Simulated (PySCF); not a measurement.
Ga⁺: excitation energy

Ga⁺ [Ar] 3d10 4s2 (1S) → Ga⁺ [Ar] 3d10 4s1 4d1 (3D), as a difference of total energies. Calculation: PySCF 2.14, in aug-cc-pVQZ-PP with one added diffuse shell each of s, p, d, f, g type with ECP10MDF (8s7p6d4f3g, 114 functions); a scalar-relativistic core potential. Correlated levels: valence: 3s2 3p6 3d10 frozen. The calculations carry no spin-orbit coupling.

```json
{"method": "UHF", "excitation energy (eV)": "12.599", "error (eV)": "-1.517"}
{"method": "LDA", "excitation energy (eV)": "14.116", "error (eV)": "0.000"}
{"method": "PBE", "excitation energy (eV)": "13.606", "error (eV)": "-0.510"}
{"method": "PBE0", "excitation energy (eV)": "13.489", "error (eV)": "-0.627"}
{"method": "r2SCAN", "excitation energy (eV)": "13.711", "error (eV)": "-0.405"}
{"method": "TPSSh", "excitation energy (eV)": "13.386", "error (eV)": "-0.730"}
{"method": "MN15", "excitation energy (eV)": "13.636", "error (eV)": "-0.480"}
{"method": "B3LYP", "excitation energy (eV)": "13.843", "error (eV)": "-0.273"}
{"method": "MP2 (valence)", "excitation energy (eV)": "13.240", "error (eV)": "-0.876"}
{"method": "SCS-MP2 (valence)", "excitation energy (eV)": "13.466", "error (eV)": "-0.650"}
```

Reference: 14.116 eV (measured; NIST levels, between the centres of gravity of the two terms).

Errors of the correlated levels include the incompleteness of this basis and the frozen core.
